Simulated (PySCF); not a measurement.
GeCl₂⁺ + 2 HBr → GeBr₂⁺ + 2 HCl

Level: PBE0 in the def2-TZVP basis family, all electrons, no relativity, computed in PySCF with density fitting; open shells unrestricted.

| species | state and structure | E (Eh) | ZPE (kJ/mol) | H(298 K) − H(0) (kJ/mol) | S° (J/(mol K)) |
| --- | --- | --- | --- | --- | --- |
| GeCl₂⁺ | doublet, C2v, Ge–Cl 2.075 Å (×2); Cl–Ge–Cl 120.7° | -2996.59151 | 6.4 | 13.0 | 298.6 |
| HBr | singlet, C∞v, H–Br 1.421 Å | -2574.45811 | 16.0 | 8.7 | 198.5 |
| GeBr₂⁺ | doublet, C2v, Ge–Br 2.233 Å (×2); Br–Ge–Br 121.7° | -7224.20138 | 4.4 | 14.0 | 322.0 |
| HCl | singlet, C∞v, H–Cl 1.279 Å | -460.66440 | 17.9 | 8.7 | 186.6 |

**Question.** What is the electronic reaction energy?

**Answer.** At PBE0/def2-TZVP, ΔE = -58.9 kJ/mol from the differences of the total energies times 2625.5, downhill. 

**Question.** Add zero-point, thermal and entropy terms for 298.15 K and 1 bar.

**Answer.** ΔZPE = 1.8 and Δ[H(298) − H(0)] = 1.0 kJ/mol give ΔH° = -56.1 kJ/mol. ΔS° = -0.4 J/(mol K), so ΔG° = -56.1 − 298.15 × (-0.0004) = -56 kJ/mol and log₁₀K = 9.8.

Each species is the lowest minimum found with this bonding; other isomers or fragments can lie lower.
